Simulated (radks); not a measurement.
Ne3+, 7 electrons, occupied as [He] 2s2 2p3.

Method: non-relativistic Kohn-Sham, r2SCAN, spin-polarised, spherical densities, point nucleus; open shells are filled with parallel spins first; meta-GGA in the generalised Kohn-Sham scheme; computed with a radial shooting solver on a logarithmic mesh with Libxc functionals.

Energy parts (eV):
| part | energy |
|---|---|
| total | -3382.255 |
| kinetic | 3377.427 |
| electron-nucleus | -7653.154 |
| Hartree | 1184.197 |
| exchange-correlation | -290.726 |

Orbitals (lengths in bohr, moments of r in powers of bohr; r(max) is where P^2 peaks):
orbital,occ.,eigenvalue (eV),r(max)
1s up,1,-921.6038,0.1030
1s down,1,-916.9069,0.1028
2s up,1,-109.0266,0.6416
2s down,1,-98.0148,0.6573
2p up,3,-85.2911,0.5562
2p down,0,-73.2616,0.5839

The highest occupied level is 2p up at -85.291 eV. The spin density at the nucleus is 0.027 e/bohr^3 (1s -2.243, 2s 2.270), a Fermi contact field of 1.44 T. The density falls to 0.001 e/bohr^3 at r = 2.15 bohr.
